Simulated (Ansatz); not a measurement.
## Relative energy of two structures of BeGaH4SbSi

Structure X is a singlet given by its coordinates and structure Y is a singlet given by its coordinates. Both are isolated molecules in the gas phase, relaxed with PBE0-D3(BJ)/def2-SVP.

X (Å):

```xyz
8

Be   -0.9132    0.4700   -1.1337
Ga   -0.9623    0.4117   -3.7536
Sb   -3.3145    0.5363   -1.1800
Si    1.0797    0.4040   -1.7182
H    -3.2321    1.8000   -0.0236
H    -3.3041   -0.6894    0.0194
H     0.1925    1.4937   -0.8961
H     0.1370   -0.5993   -0.8491
```

Close contacts (Å): Be1–Ga2 2.62, Be1–Sb3 2.40, Be1–Si4 2.08, Ga2–Si4 2.88, Be1–H7 1.53, Be1–H8 1.53, Sb3–H5 1.71, Sb3–H6 1.71, Si4–H7 1.63, Si4–H8 1.63.

Y (Å):

```xyz
8

Be   -0.2626   -0.3385   -0.3114
Ga    0.5570    1.4684   -1.2489
Sb   -0.0449   -0.2375   -3.3301
Si   -0.9725   -1.9421   -1.5379
H     1.2395    2.8406   -1.5710
H    -2.4347   -2.0994   -1.8153
H    -0.2978   -3.2689   -1.6700
H     1.5747   -0.6564   -2.8671
```

Close contacts (Å): Be1–Ga2 2.19, Be1–Si4 2.14, Ga2–Sb3 2.76, Sb3–Si4 2.64, Ga2–H5 1.57, Sb3–H8 1.74, Si4–H6 1.50, Si4–H7 1.49.

Problem. Estimate which is lower in electronic energy at CCSD(T)/def2-SVP + ΔMP2/def2-TZVPP, and by roughly how much.

Solution. The CCSD(T)/def2-SVP + ΔMP2/def2-TZVPP calculation puts structure Y lower, by 48.3 kJ/mol.

The same difference at several levels:

```
                             level              geometry  E(Y) − E(X) (kJ/mol)  departure from the last row (kJ/mol)  job, with rough time for the two
              PBE0-D3(BJ)/def2-SVP  PBE0-D3(BJ)/def2-SVP                   −45.9                                  +2.4                optimisation, 83 s
                       HF/def2-SVP  PBE0-D3(BJ)/def2-SVP                   −80.2                                 −32.0           part of the CCSD(T) run
                      MP2/def2-SVP  PBE0-D3(BJ)/def2-SVP                   −70.1                                 −21.9           part of the CCSD(T) run
                  CCSD(T)/def2-SVP  PBE0-D3(BJ)/def2-SVP                   −50.4                                  −2.2                      single point
CCSD(T)/def2-SVP + ΔMP2/def2-TZVPP  PBE0-D3(BJ)/def2-SVP                   −48.3                                                      single point, 53 s
```

The levels shown agree on the order. The largest departure from CCSD(T)/def2-SVP + ΔMP2/def2-TZVPP is that of HF/def2-SVP, 32.0 kJ/mol. Levels run at GFN2-xTB geometries aren't shown. The last row adds to CCSD(T) the change of the MP2 difference between the two basis sets, here +2.2 kJ/mol.

With harmonic frequencies from PBE0-D3(BJ)/def2-SVP (ideal gas, rigid rotor, one conformer each, 298.15 K, 1 atm): on the last row, ΔE + ΔZPE = −48.2 kJ/mol. A mode under 50 cm⁻¹ makes harmonic enthalpies and free energies unreliable, so none is given.

The correlated steps freeze 18 core orbitals; the filled d shell of Ga and Sb is correlated; the last core shell of Be is correlated, in a basis made for valence electrons. Atoms past krypton carry core potentials in the def2 sets and no spin–orbit term is included. Programs: Ansatz 0.2.0; the last row on 2 threads of Intel(R) Xeon(R) Processor @ 2.70GHz on a shared host.
